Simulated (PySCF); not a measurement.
**Computed properties of CH6AlNO2, SMILES C[O][Al]([NH2])[OH]**

CH₆AlNO₂, SMILES C[O][Al]([NH2])[OH]. Geometry optimised at PBE0-D3(BJ)/def2-SVP. The structure was generated by enumeration; whether it is a known compound was not checked. The values are those of a single conformer. All values are computed for the isolated molecule unless a solvent is named; none is compared with measurement here.

**Structure.** All 27 harmonic modes at PBE0-D3(BJ)/def2-SVP (PySCF) are real, so it is a minimum. With heavy atoms numbered as in [Al:1]([OH:2])([O:4][CH3:5])[NH2:9], the shortest bond between them is O4–C5 at 1.386 Å and the longest Al1–N9 at 1.763 Å.

**Vibrations.** The strongest infrared lines (harmonic, unscaled, degenerate partners summed) lie at 1277 cm⁻¹ (361 km/mol, O 57 %, C 33 %), 515 cm⁻¹ (192 km/mol, H 79 %, O 17 %), 934 cm⁻¹ (156 km/mol, Al 49 %, O 30 %, N 12 %). The softest mode is at 62 cm⁻¹ and the zero-point energy is 51.0 kcal/mol.

**Electronic structure.** M06-2X/def2-TZVP (PySCF) places the frontier levels at -8.76 and 0.43 eV, a gap of 9.19 eV, and gives a dipole moment of 1.70 D and a mean polarisability of 47.7 bohr³. PBE/def2-TZVP (PySCF) at the same geometry gives -5.80 and -0.96 eV, so its gap is 4.35 eV narrower. An orbital gap is neither the optical nor the fundamental gap.

**Excitations.** TDA-CAM-B3LYP/def2-SVPD (PySCF) has S1 at 5.77 eV (215 nm, f = 0.038, weak); the most intense of the 10 singlets computed lies at 8.05 eV (f = 0.23). T1 (TDA) is at 5.41 eV, 0.36 eV under S1. TDA-PBE/def2-SVPD (PySCF) puts S1 at 4.73 eV. No vertical singlet excitation falls in the visible range (under 3.1 eV).

**NMR.** GIAO shifts at KT2/pcSseg-1 (PySCF) (non-relativistic, atoms alike by connectivity averaged): ¹³C at 57.4 ppm against TMS; ¹H from 0.0 to 4.3 ppm against TMS.
